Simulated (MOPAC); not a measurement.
Input file for MOPAC: PM3 on BeH2Se (SMILES [BeH][SeH]), a point of a bond scan (R = 1.769 Å).

```
PM3 1SCF PRECISE CHARGE=0 THREADS=1
BeH2Se

Be    -0.68973544 1    -0.76066788 1    -1.41803736 1
H     -1.20927000 1    -1.34114003 1    -2.49064135 1
Se     0.09181580 1     0.16025393 1     0.22400564 1
H      0.99740611 1    -1.30983709 1     0.61111779 1
```

The log:

```
*******************************************************************************
 **                                                                           **
 **                              MOPAC v23.2.5                                **
 **                                                                           **
 *******************************************************************************
 ** MOPAC's Digital Object Identifier: https://doi.org/10.5281/zenodo.6511958 **
 **                                                                           **
 ** Please cite the open-source release paper for use of this MOPAC version:  **
 ** J. E. Moussa and J. J. P. Stewart (2026)                                  **
 ** MOPAC: An open-source semiempirical molecular orbital program             **
 ** J. Open Source Softw., 11(119), 8025, https://doi.org/10.21105/joss.08025 **
 *******************************************************************************

                              PM3 CALCULATION RESULTS

 *******************************************************************************
 *  PM3        - The PM3 Hamiltonian to be used
 *
 *
 *
 *                 CHARGE ON SYSTEM = 0
 *
 *
 *
 *  PRECISE    - TIGHTER CRITERIA TO BE USED
 *  1SCF       - DO 1 SCF AND THEN STOP
 *  THREADS=1  - MULTI-THREADING NOT USED
 *  T=         - A TIME OF 172800.0 SECONDS REQUESTED
 *  DUMP=N     - RESTART FILE WRITTEN EVERY 7200.0 SECONDS REQUESTED
 *******************************************************************************
PM3 1SCF PRECISE CHARGE=0 THREADS=1
 BeH2Se

   ATOM   CHEMICAL          X               Y               Z
  NUMBER   SYMBOL      (ANGSTROMS)     (ANGSTROMS)     (ANGSTROMS)

     1      Be         -0.68973544  *  -0.76066788  *  -1.41803736  *
     2       H         -1.20927000  *  -1.34114003  *  -2.49064135  *
     3      Se          0.09181580  *   0.16025393  *   0.22400564  *
     4       H          0.99740611  *  -1.30983709  *   0.61111779  *



          CARTESIAN COORDINATES

    NO.       ATOM           X           Y           Z

     1        Be         -0.6897     -0.7607     -1.4180
     2         H         -1.2093     -1.3411     -2.4906
     3        Se          0.0918      0.1603      0.2240
     4         H          0.9974     -1.3098      0.6111

  H: (PM3): J. J. P. STEWART, J. COMP. CHEM. 10, 209 (1989).
 Be: (PM3): J. J. P. STEWART, J. COMP. CHEM. 10, 209 (1989).
 Se: (PM3): J. J. P. STEWART, J. COMP. CHEM. 12, 320-341 (1991).

           Empirical Formula: H2 Be Se  =     4 atoms



      MOLECULAR POINT GROUP   :   Cs


      RHF CALCULATION, NO. OF DOUBLY OCCUPIED LEVELS = 5


 -------------------------------------------------------------------------------
 PM3 1SCF PRECISE CHARGE=0 THREADS=1
 BeH2Se



     1SCF WAS SPECIFIED, SO BFGS WAS NOT USED
     SCF FIELD WAS ACHIEVED


                              PM3 CALCULATION
                                                       MOPAC v23.2.5 Linux




          FINAL HEAT OF FORMATION =         46.41718 KCAL/MOL =     194.20949 KJ/MOL


          COSMO AREA              =         93.49 SQUARE ANGSTROMS
          COSMO VOLUME            =         78.46 CUBIC ANGSTROMS

          IONIZATION POTENTIAL    =          9.304523 EV
          HOMO LUMO ENERGIES (EV) =         -9.305 -0.870
          NO. OF FILLED LEVELS    =          5
          MOLECULAR WEIGHT        =         89.9880         POINT GROUP:  Cs

          MOLECULAR DIMENSIONS (Angstroms)

            Atom       Atom       Distance
            H     4    H     2     3.80675
           Se     3    H     2     1.56367
           Be     1    H     4     0.00000


          SCF CALCULATIONS        =          1





   ATOM   CHEMICAL          X               Y               Z
  NUMBER   SYMBOL      (ANGSTROMS)     (ANGSTROMS)     (ANGSTROMS)

     1      Be         -0.68973544  *  -0.76066788  *  -1.41803736  *
     2       H         -1.20927000  *  -1.34114003  *  -2.49064135  *
     3      Se          0.09181580  *   0.16025393  *   0.22400564  *
     4       H          0.99740611  *  -1.30983709  *   0.61111779  *

                             CARTESIAN COORDINATES

   1   Be       -0.689735440    -0.760667880    -1.418037360
   2    H       -1.209270000    -1.341140030    -2.490641350
   3   Se        0.091815800     0.160253930     0.224005640
   4    H        0.997406110    -1.309837090     0.611117790


           Empirical Formula: H2 Be Se  =     4 atoms



      MOLECULAR POINT GROUP   :   Cs


                  EIGENVALUES
 -18.05798 -13.93772 -12.28543 -10.20813  -9.30452  -0.86978  -0.12038   2.32835
   2.38762   2.92494


              NET ATOMIC CHARGES AND DIPOLE CONTRIBUTIONS

  ATOM NO.   TYPE          CHARGE      No. of ELECS.   s-Pop       p-Pop
    1         Be           0.471457        1.5285     0.95952     0.56902
    2          H          -0.163860        1.1639     1.16386
    3         Se          -0.330439        6.3304     1.92149     4.40895
    4          H           0.022843        0.9772     0.97716
 DIPOLE           X         Y         Z       TOTAL
 POINT-CHG.    -0.646    -1.065    -1.539     1.980
 HYBRID         0.232    -0.848    -0.183     0.898
 SUM           -0.415    -1.913    -1.722     2.607


          ATOMIC ORBITAL ELECTRON POPULATIONS

     Atom    s        px        py        pz
    1 Be   0.95952   0.10239   0.11362   0.35300
    2  H   1.16386
    3 Se   1.92149   1.64583   1.20628   1.55683
    4  H   0.97716

 **********************
 *                    *
 * JOB ENDED NORMALLY *
 *                    *
 **********************




 == MOPAC DONE ==
```

The run finished.

Cost: roughly 0.020 core-seconds.
